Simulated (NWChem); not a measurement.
System: MgNH$_{2}$I; SMILES [I][Mg][NH2]

```xyz
5

Mg     0.0000     0.0000     1.5916
I      0.0000     0.0000    -0.9729
N      0.0000     0.0000     3.4728
H      0.0000    -0.8168     4.0768
H      0.0000     0.8168     4.0768
```
Atoms are numbered in this order, from 1.

The geometry was optimised at PBE0/def2-SVP. def2 effective core potentials on I; no spin-orbit coupling.

Symmetry labels are those of C2v in the frame above (b1 and b2, or b-type labels, depend on it).

Q: List the 6 lowest vertical singlet excitations and the 6 lowest triplet ones from LDA (Slater exchange, VWN5)/def2-SVP with def2 effective core potentials on I, TDA (NWChem).

A: 
```csv
state,energy (eV),oscillator strength,symmetry,leading excitation (squared amplitude)
S1,3.29,0.029,b1,HOMO → LUMO (1.00)
S2,4.24,0.000,a2,HOMO → LUMO+1 (1.00)
S3,4.39,0.047,b1,HOMO−1 → LUMO (1.00)
S4,4.39,0.040,b2,HOMO−2 → LUMO (1.00)
S5,5.24,0.018,a1,HOMO → LUMO+2 (0.82)
S6,5.41,0.000,a2,HOMO−1 → LUMO+1 (1.00)
T1,2.99,spin-forbidden,b1,HOMO → LUMO (1.00)
T2,4.16,spin-forbidden,b1,HOMO−1 → LUMO (1.00)
T3,4.17,spin-forbidden,b2,HOMO−2 → LUMO (1.00)
T4,4.21,spin-forbidden,a2,HOMO → LUMO+1 (1.00)
T5,4.41,spin-forbidden,a1,HOMO → LUMO+2 (0.99)
T6,5.14,spin-forbidden,a1,HOMO−2 → LUMO+1 (0.49)
```
